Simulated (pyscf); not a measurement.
H₂B–B(F)–F, singlet

Gas-phase minimum from PySCF at ωB97X-D3(BJ)/def2-SVP, one conformer. 

SMILES: BB(F)F
```xyz
6

B      0.0437    -0.3605     0.5578
B      0.3545     0.5838    -0.8248
F      1.5253     1.1808    -1.0245
F     -0.5623     0.7668    -1.7699
H      0.2704    -1.5473     0.5719
H     -0.4146     0.1279     1.5634
```

Bonded distances (Å): B1–B2 1.703, B1–H5 1.208, B1–H6 1.208, B2–F3 1.329, B2–F4 1.329. Bond angles (°): B2–B1–H5 121.3, B2–B1–H6 121.4, H5–B1–H6 117.3, B1–B2–F3 122.1, B1–B2–F4 121.9, F3–B2–F4 116.0.

Properties at ωB97X-D3(BJ)/def2-SVP:

```yaml
harmonic_wavenumbers_unscaled: 211, 221, 381, 471, 735, 801, 938, 1164, 1341, 1380, 2601, 2689 cm⁻¹
zero_point_energy: 18.5 kcal/mol
rotational_symmetry_number: 2
Entropy of this conformer at 298 K and 1 atm, rigid rotor and harmonic oscillator, modes under 100 cm⁻¹ raised to 100: 282.9 J/(mol K)
dipole_moment: 1.18 D
```

Single-point totals, which compare only within one level (frozen core for MP2 and CC):

```csv
level,total energy (hartree)
ωB97X-D3(BJ)/def2-TZVP,-250.82370
PBE/def2-TZVP,-250.49078
r²SCAN/def2-TZVP,-250.65196
B3LYP-D3(BJ)/def2-TZVP,-250.78987
PBE0-D3(BJ)/def2-TZVP,-250.50727
M06-2X/def2-TZVP,-250.68647
ωB97M-D3(BJ)/def2-TZVP,-250.82503
HF/def2-TZVPP,-249.61043
MP2/def2-TZVPP,-250.29451
CCSD/def2-TZVPP,-250.31602
CCSD(T)/def2-TZVPP,-250.33690
```

The CCSD(T) − MP2 part came from Ansatz, without density fitting, on the same reference.
